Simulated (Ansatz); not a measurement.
Molecule: RuF₃, charge 0, multiplicity 4. The spin state was set by rule; other spins were not relaxed. SMILES: [F][Ru]([F])[F]
Coordinates optimised at B3LYP-D3(BJ)/def2-TZVP (Ansatz, an electronic-structure program):
```xyz
4

Ru    -0.0015    -0.1539     0.0644
F     -1.7865    -0.5580    -0.2257
F      0.0148     1.5696    -0.6572
F      1.7787    -0.2594     0.5679
```
Charge 0, spin multiplicity 4.

Quantity: atomisation energy (electronic, to ground-state atoms), in eV. Valence correlation only, unless marked. UHF or UKS for open shells. Spin-orbit coupling is left out. The frozen core is the preceding noble-gas configuration, with the filled d and f shells of earlier blocks. In def2 rows, elements after Kr have scalar-relativistic effective core potentials. STO-3G rows are all-electron and non-relativistic. The coupled-cluster limit lacks core correlation, which all-electron functionals hold. Basis-set limits of correlation are two-point, X^-3; Hartree-Fock from the larger set. [CCSD(T)-MP2]/basis is that difference in the basis named. The program attaches cautions to a run behind PBE/def2-TZVPD: asymmetric forces. The program attaches cautions to a run behind B97M-V/def2-TZVPD: asymmetric forces. The program attaches cautions to a run behind r2SCANh/def2-TZVPD: asymmetric forces.

```csv
level,program,atomisation energy (eV)
PBE/def2-TZVPD,Ansatz,14.06
B97M-V/def2-TZVPD,Ansatz,13.03
B3LYP-D3(BJ)/def2-TZVPD,Ansatz + dftd3,[?]
PBE0-D3(BJ)/def2-TZVPD,Ansatz + dftd3,12.56
PBE0/def2-QZVPP,Ansatz,12.73
r2SCANh/def2-TZVPD,Ansatz,12.90
r2SCAN0/def2-TZVPD,Ansatz,12.10
HSE06-D3(BJ)/def2-TZVPD,Ansatz + dftd3,12.57
HSE06-D4/def2-TZVPD,Ansatz + dftd4,12.58
LC-wPBE/def2-TZVPD,Ansatz,13.08
wB97X-V/def2-TZVPD,Ansatz,[?]
B2GP-PLYP/def2-TZVPD,Ansatz,12.65
SCS-MP2/def2-SVP,Ansatz,11.76
CCSD/STO-3G,Ansatz,7.34
"RI-MP2/CBS(def2-TZVPPD,def2-QZVPPD)+[CCSD(T)-MP2]/def2-SVPD",Ansatz,[?]
```

**Question.** Complete the blanks.

**Answer.** 
- B3LYP-D3(BJ)/def2-TZVPD, atomisation energy (eV): 12.84
- wB97X-V/def2-TZVPD, atomisation energy (eV): 13.06
- RI-MP2/CBS(def2-TZVPPD,def2-QZVPPD)+[CCSD(T)-MP2]/def2-SVPD, atomisation energy (eV): 12.76
